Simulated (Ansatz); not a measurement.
Start from `[CH3][Ge]([NH2])([F])[F]` and change one atom or group to get `[CH3][GeH]([F])[F]`.

Ansatz, PBE0-D4/def2-TZVP geometries, multiplicity 1. Each molecule was computed in one conformer, which needn't be the lowest.

Scalar relativity is left out up to krypton.

| property | `[CH3][Ge]([NH2])([F])[F]` |
| --- | --- |
| size of the dipole moment (ωB97M-V/def2-TZVPP) / D | 3.00 |
| HOMO energy (PBE0/def2-TZVPP) / eV | -8.25 |
| HOMO–LUMO gap (B3LYP/def2-TZVPP) / eV | 7.84 |
| zero-point energy (PBE0-D4/def2-TZVP) / kJ/mol | 176.8 |
| HOMO energy (PBE/def2-TZVPP) / eV | -6.69 |
| HOMO energy (ωB97M-V/def2-TZVPP) / eV | -10.69 |

Question: Give the same properties after the change, and the shifts. (Best estimate.)

Answer: Computed: 
```tsv
property	`[CH3][GeH]([F])[F]`	shift
size of the dipole moment (ωB97M-V/def2-TZVPP) / D	3.17	0.17
HOMO energy (PBE0/def2-TZVPP) / eV	-9.45	-1.20
HOMO–LUMO gap (B3LYP/def2-TZVPP) / eV	9.57	1.73
zero-point energy (PBE0-D4/def2-TZVP) / kJ/mol	129.4	-47.4
HOMO energy (PBE/def2-TZVPP) / eV	-7.96	-1.27
HOMO energy (ωB97M-V/def2-TZVPP) / eV	-11.70	-1.01
```

With PBE0 the HOMO falls by 1.20 eV and the LUMO rises by 0.41 eV, so the gap widens by about 1.61 eV. PBE moves the HOMO by -1.27 eV and ωB97M-V by -1.01 eV. The zero-point energy changes by -47.4 kJ/mol with -6 modes. Dipoles are sizes alone; their direction can turn.

B3LYP here is the variant with VWN-RPA as its local correlation; programs differ in this.
